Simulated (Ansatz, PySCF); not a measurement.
Energy difference R1 → P1 + P2, each structure at its B3LYP-D3(BJ)/def2-TZVP stationary point, reached from a drawn start (curvature not checked).
R1: NH3 (SMILES N), charge 0, multiplicity 1.
P1, NH (SMILES [NH]) (charge 0, multiplicity 3):
```xyz
2

N     -0.00934    -0.01878    -0.52052
H      0.00934     0.01878     0.52052
```
P2: H2 (SMILES [H][H]), charge 0, multiplicity 1.

P less R. No zero-point or thermal terms; singlets are restricted closed shells; open shells are unrestricted.

Cores are frozen in the correlated methods.

The values were computed with Ansatz (Gaussian orbitals); PySCF for the D3/D4 terms. Each number belongs to the level named beside it.

```csv
level,reaction energy (kcal/mol)
HF/cc-pVQZ,65.64
PBE-D4/def2-TZVPP,108.32
PBE0-D4/def2-TZVPP,105.07
BHLYP/def2-TZVPP,97.50
BHLYP-D3(BJ)/def2-TZVPP,97.83
BHLYP-D4/def2-TZVPP,97.65
CAM-B3LYP-D3(BJ)/def2-TZVPP,?
SCS-MP2/cc-pVQZ,?
CCSD/cc-pVDZ,?
```

Problem. Fill in the missing entries.

Solution. 
- CAM-B3LYP-D3(BJ)/def2-TZVPP, reaction energy (kcal/mol): 104.55
- SCS-MP2/cc-pVQZ, reaction energy (kcal/mol): 108.05
- CCSD/cc-pVDZ, reaction energy (kcal/mol): 90.75

Ansatz is a program for electronic structure.
